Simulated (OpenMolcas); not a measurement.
An atom or ion with 41 electrons was computed by SS-RASPT2, IPEA 0.25 Eh, imaginary shift 0.1 Eh with spin-orbit coupling (OpenMolcas, ANO-RCC-VQZP, DKH2). The lowest levels that the run gave, each within 12 % of the measured value where one is at hand:

```
   J  Parity  E (eV)      g
 5/2    even  0.0000  1.994
 5/2    even   3.864  0.653
 7/2    even   3.967  0.997
11/2    even   3.997  1.268
 9/2    even   4.024  1.172
 5/2    even   4.225  1.417
 3/2    even   4.346  1.487
 1/2    even   4.537  1.881
 7/2    even   4.780  1.409
 1/2    even   5.032  0.777
 5/2    even   5.111  1.427
 3/2    even   5.160  1.408
```

Question: Which ion is it, and what are the configurations and terms?

Answer: Ag6+ (Z = 47, charge +6; active space 11 electrons in 8 orbitals (RAS1 4p, at most 2 holes; RAS2 4d)). J, parity and g give the terms where levels are pure, and mixed ones are named by the computed weights; the size of the splittings, set against known spectra of the 41-electron sequence, gives the charge. In order, with the measured energies in eV (the list in Gamrath, thesis, University of Mons (2023)): 4d5 6S 5/2, 4d5 4G 5/2 (3.6439), 4d5 4G 7/2 (3.7664), 4d5 4G 11/2 (3.8016), 4d5 4G 9/2 (3.8320), 4d5 4P 5/2 [49 %], 4d5 4P 3/2 [56 %] (4.0907), 4d5 4P 1/2 [70 %] (4.2905), 4d5 4D 7/2 (4.5236), 4d5 4D 1/2 [71 %] (4.7963), 4d5 4D 5/2 [56 %] (4.8725), 4d5 4D 3/2 [55 %] (4.9331).

CASPT2 breaks the degeneracy within a term, and the mean is taken; among the terms shown or strongly mixed into the levels shown the widest spread is 41 cm-1 (4d5 4G). Active for correlation alone: 4p; no level in the range computed is led by a configuration that opens it, so any true level of that kind is missing. Measured partners are found by configuration, term and J. A level has none where our copy of the source lacks it or the pairing is in doubt (some pairs that miss far off the trend of their configuration count as doubtful), and it then counts in no deviation. Levels of configurations outside the active space are missing.

A share in square brackets marks a mixed level and gives the weight of the term that names it.
